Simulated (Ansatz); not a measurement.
CdFH (SMILES [F][CdH]) moved off its minimum; all values from Ansatz (an electronic-structure program), cores frozen in correlated methods. Elements past Kr take the def2 small-core potentials, without spin–orbit coupling.
(charge 0, multiplicity 1)
```xyz
3

Cd     0.0219     0.0003    -0.2842
H      0.0725     0.0461    -1.9158
F     -0.0318     0.0821     1.6843
```

Forces at B3LYP/def2-TZVPP (eV/Å):

```json
[
 {"atom": "Cd1", "Fx": "-0.005", "Fy": "0.170", "Fz": "0.464"},
 {"atom": "H2", "Fx": "-0.004", "Fy": "-0.083", "Fz": "-0.019"},
 {"atom": "F3", "Fx": "0.009", "Fy": "-0.087", "Fz": "-0.444"}
]
```

Task: Give the forces (eV/Å), the total energy and the dipole at CCSD(T)/def2-TZVPPD.

Result: 
| atom | Fx | Fy | Fz |
|---|---|---|---|
| Cd1 | -0.007 | 0.162 | 0.522 |
| H2 | -0.004 | -0.077 | -0.006 |
| F3 | 0.011 | -0.085 | -0.516 |
Energy -267.6441 hartree, dipole 2.83 D.
